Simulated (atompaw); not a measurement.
# Scattering properties, PAW (atompaw) potential for Pt (Z = 78)

- Element: platinum (Pt)
- Generator: atompaw 4.2.0.5
- Type: PAW
- Functional: LDA (PW92)
- Relativity: scalar-relativistic
- Frozen core: [Kr] 4d10 4f14 5s2
- Valence charge: 16
- Reference configuration: 5p6 5d9.5 6s0.5 6p0
- Partial waves: 6s (bound): rc 2.65 bohr; 6s channel at 0.1 Ry: rc 2.65 bohr; 5p (bound): rc 1.95 bohr; 6p (bound, empty): rc 1.90 bohr; 5d (bound): rc 2.65 bohr; 5d channel at 0.65 Ry: rc 2.65 bohr
- Local potential: vpsmatchnc scheme with l = 3 at 0 Ry, radius 2.15 bohr
- Core correction: smooth core density matched at 2.15 bohr
- Augmentation charge: besselshape compensation charge, radius 1.95 bohr; PAW radius 2.65 bohr; waves and projectors: custom polynom2 7 10 vanderbiltortho

The phase is arctan(r·u′/u) with u = r·R(r), unwrapped; energies in Ry, scanned from -6 to 5 Ry. A pole is an energy at which the radial function vanishes at the test radius. The pseudo phase is shifted by a multiple of π to meet the all-electron one at the reference energy, and phase errors are pseudo minus all-electron; the curves can meet again beyond the range given. Levels narrower than the energy grid can be missing from the lists of poles.

```json
{"channel": "s", "radius (bohr)": "2.66", "reference energy (Ry)": "-0.41", "poles, all-electron": "1.50", "poles, pseudo": "1.50", "unbroken range about the reference energy with phases within 0.05 rad": "below 3.8", "phase error 1 Ry above the reference energy (rad)": "-0.000"}
{"channel": "p", "radius (bohr)": "2.66", "reference energy (Ry)": "-0.06", "poles, all-electron": "-4.01, 3.13", "poles, pseudo": "-4.01, 3.15", "unbroken range about the reference energy with phases within 0.05 rad": "the whole range", "phase error 1 Ry above the reference energy (rad)": "+0.001"}
{"channel": "d", "radius (bohr)": "2.66", "reference energy (Ry)": "-0.41", "poles, all-electron": "-0.05", "poles, pseudo": "-0.04", "unbroken range about the reference energy with phases within 0.05 rad": "below 2.3", "phase error 1 Ry above the reference energy (rad)": "+0.000"}
```

Note: ghost state, extra bound levels that the all-electron valence spectrum of the same l lacks: s at -103.8 eV. A true bound ghost makes a file unfit for plane-wave use.

Phases in the d channel:

```tsv
E (Ry)	all-electron	pseudo
-6.00	1.418	1.419
-5.76	1.415	1.416
-5.52	1.411	1.413
-5.28	1.407	1.409
-5.04	1.404	1.405
-4.80	1.399	1.401
-4.56	1.395	1.396
-4.32	1.390	1.391
-4.08	1.384	1.386
-3.84	1.378	1.380
-3.60	1.372	1.373
-3.36	1.364	1.366
-3.12	1.356	1.357
-2.88	1.346	1.348
-2.64	1.335	1.337
-2.40	1.322	1.323
-2.16	1.305	1.307
-1.92	1.285	1.286
-1.68	1.257	1.258
-1.44	1.218	1.219
-1.20	1.155	1.156
-0.96	1.030	1.032
-0.72	0.662	0.664
-0.48	-0.717	-0.717
-0.24	-1.408	-1.408
0.00	-1.595	-1.595
0.24	-1.686	-1.686
0.48	-1.748	-1.748
0.72	-1.802	-1.802
0.96	-1.855	-1.855
1.20	-1.915	-1.914
1.44	-1.990	-1.988
1.68	-2.092	-2.087
1.92	-2.247	-2.234
2.16	-2.499	-2.467
2.40	-2.913	-2.843
2.64	-3.447	-3.347
2.88	-3.880	-3.791
3.12	-4.144	-4.077
3.36	-4.303	-4.251
3.60	-4.405	-4.364
3.84	-4.476	-4.441
4.08	-4.528	-4.498
4.32	-4.568	-4.541
4.56	-4.600	-4.575
4.80	-4.627	-4.604
```
